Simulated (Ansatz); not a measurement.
Calculated with Ansatz (gas phase, PBE0-D4/def2-TZVP geometries, no zero-point term in ΔE). CCSD(T)/CBS adds triple-zeta CCSD(T) − MP2 to the extrapolated MP2 energy (def2 sets, frozen cores). DFT in def2-TZVPP. Each species was taken in one conformer, which may not be the lowest.

Reaction (ligand exchange at the Si–O bond): `[CH3][AlH][O][SiH2]C` + `OC(F)F` → `C[SiH2]OC(F)F` + `[CH3][AlH][OH]`

`[CH3][AlH][O][SiH2]C`:

Cartesian coordinates in Å:
```
C -0.059 2.398 0.905
Al -1.403 1.361 -0.042
O -1.045 -0.211 -0.537
Si -0.335 -1.640 -0.849
C 1.341 -1.763 -0.040
H 0.655 1.763 1.437
H -0.509 3.089 1.624
H 0.516 3.009 0.200
H -2.842 1.908 -0.407
H -1.209 -2.738 -0.348
H -0.186 -1.798 -2.323
H 2.011 -0.977 -0.400
H 1.262 -1.673 1.046
H 1.803 -2.728 -0.265
```

`OC(F)F`:

Cartesian coordinates in Å:
```
O -0.315 -0.032 1.042
C 0.302 -0.010 -0.154
F 0.014 1.123 -0.839
F -0.113 -1.031 -0.944
H -1.268 0.031 0.903
H 1.380 -0.081 -0.008
```

`C[SiH2]OC(F)F`:

Z-matrix (Å, degrees):
```
C
Si 1 1.853
H 1 1.092 2 110.8
H 1 1.094 2 110.0 3 -119.5
H 1 1.091 2 110.9 3 120.6
O 2 1.674 1 112.0 3 -56.0
H 2 1.481 1 111.7 3 59.1
H 2 1.487 1 111.3 3 -177.6
C 6 1.341 2 127.2 1 -77.6
F 9 1.365 6 111.0 2 29.9
F 9 1.344 6 109.2 2 147.4
H 9 1.095 6 113.4 2 -91.4
```

`[CH3][AlH][OH]`:

```xyz
8

C     0.805   -0.826   -0.525
Al   -0.580    0.436   -0.020
O    -0.543    1.055    1.563
H     0.375   -1.801   -0.775
H     1.532   -0.975    0.277
H     1.344   -0.488   -1.415
H    -1.742    0.921   -0.990
H    -1.192    1.678    1.886
```

```tsv
level	ΔE (eV)
PBE0	0.30
CCSD(T)/def2-TZVPP	0.30
```

(1) What does CCSD(T)/CBS give? (Estimate.)

Largest T1 diagnostic among the species: 0.012.

Answers

(1) Computed: +0.29 eV. The listed levels differ from it by 0.01, 0.01 eV.

In def2-TZVPP, CCSD(T) changes the Hartree–Fock value by −0.07 eV (the triples alone add −0.01 eV) and MP2 by −0.08 eV. From PBE to PBE0 (25 % exact exchange), in def2-TZVPP and without D4, ΔE moves by +0.03 eV.
